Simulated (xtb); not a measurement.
CHO (SMILES [CH]=O), doublet, geometry from GFN2-xTB. Base run: GFN0-xTB run with xtb 6.7.1.

Here is a job for xtb.
```
$ xtb mol.xyz --gfn 0 --uhf 1 --json

# file mol.xyz
3

C      0.05077793     0.58558918     0.01134278
O      0.06582174    -0.59411259    -0.01340927
H     -0.83124157     1.23936563     0.03921745
```

Variants of this job, named by their change:

```json
[
 {"change": "base", "ΔE vs base (mEh)": "0.000"},
 {"change": "file = coord", "ΔE vs base (mEh)": "0.000"},
 {"change": "acc = 0.0001", "ΔE vs base (mEh)": "0.000"},
 {"change": "etemp = 5000", "ΔE vs base (mEh)": "-5.701"}
]
```
